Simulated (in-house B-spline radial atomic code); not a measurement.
Values are calculated unless marked as measured or tabulated.
# Weak and strong correlation along the adiabatic connection

Two-electron singlets in several external potentials (atomic units), by full CI in B-splines with partial waves to l = 8 (correlation energies up to 0.6 % small). The repulsion is scaled by λ at fixed density; W(λ) is the mean repulsion less the Hartree energy, W(0) = E_x, and the area under W from 0 to 1 is E_xc.

Relative drop (W(λ) − E_x)/E_x:

```
                            system  λ = 0.12  λ = 0.25  λ = 0.4  λ = 0.6  λ = 0.8   λ = 1
−V exp(−r²/w²), V = 19.8, w = 1.66    0.0083    0.0168   0.0263   0.0382   0.0493  0.0598
    empty sphere, radius 3.71 bohr    0.0286    0.0556   0.0823   0.1119   0.1362  0.1564
 ω²r²/2 − Z/r, ω = 0.0794, Z = 0.3    0.0451    0.0834   0.1179   0.1528   0.1794  0.2002
−Z/r, Z = 6.46, wall at 0.403 bohr    0.0021    0.0043   0.0068   0.0101   0.0133  0.0165
−Z exp(−kr)/r, Z = 1.82, k = 0.517    0.0156    0.0312   0.0477   0.0677   0.0856  0.1016
−Z exp(−kr)/r, Z = 4.08, k = 0.888    0.0051    0.0104   0.0165   0.0242   0.0317  0.0388
 ω²r²/2 − Z/r, ω = 0.0267, Z = 0.5    0.0682    0.1217   0.1657   0.2062   0.2343  0.2551
```

**Question.** Order the systems by how far second-order (GL2) theory, half the initial slope (estimated from the first points of each curve), overshoots the correlation energy, least first.
A. −V exp(−r²/w²), V = 19.8, w = 1.66
B. −Z exp(−kr)/r, Z = 4.08, k = 0.888
C. ω²r²/2 − Z/r, ω = 0.0794, Z = 0.3
D. −Z/r, Z = 6.46, wall at 0.403 bohr
E. ω²r²/2 − Z/r, ω = 0.0267, Z = 0.5
F. −Z exp(−kr)/r, Z = 1.82, k = 0.517
G. empty sphere, radius 3.71 bohr

**Answer.** D (GL2/E_c = 1.03), B (GL2/E_c = 1.07), A (GL2/E_c = 1.11), F (GL2/E_c = 1.21), G (GL2/E_c = 1.40), C (GL2/E_c = 1.70), E (GL2/E_c = 1.96).

**Question.** What else changes along this order?

**Answer.** The ratio follows the bend of the curve. With it the leading natural occupation goes from 1.999 to 1.762 and −T_c/E_c from 0.97 to 0.51 between the first and the last.
